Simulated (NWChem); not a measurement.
System: silene (CH₄Si); SMILES C=[SiH2]

Input file for NWChem:

```
start job
memory heap 200 mb stack 900 mb global 1100 mb
geometry units angstroms noautoz
  C      0.000000     0.000000     1.152025
  Si     0.000000     0.000000    -0.546635
  H      0.000000     0.917629     1.728730
  H      0.000000    -0.917629     1.728730
  H      0.000000    -1.244778    -1.344625
  H      0.000000     1.244778    -1.344625
end
basis spherical
  C library def2-svp
  Si library def2-svp
  H library def2-svp
end
dft
  xc xcamb88 1.00 lyp 0.81 vwn_5 0.19 hfexch 1.00
  cam 0.33 cam_alpha 0.19 cam_beta 0.46
  iterations 150
  vectors input atomic output neutral.movecs
end
task dft energy
charge 1
dft
  odft
  mult 2
  vectors input atomic output cation.movecs
end
task dft energy
```

Coordinates come from a PBE0-D3(BJ)/def2-TZVP optimisation.

Ions are spin-unrestricted doublets at the neutral geometry; other ion states weren't tried.

Problem. Predict the main results of this run. (CAM-B3LYP/def2-SVP, vertical spin-unrestricted ions.) Quantities: vertical ionisation energy, ΔSCF (eV); −ε(HOMO) (eV).

Solution. 
```yaml
vertical ionisation energy, ΔSCF (eV): 8.77
"−ε(HOMO) (eV)": 7.76
```
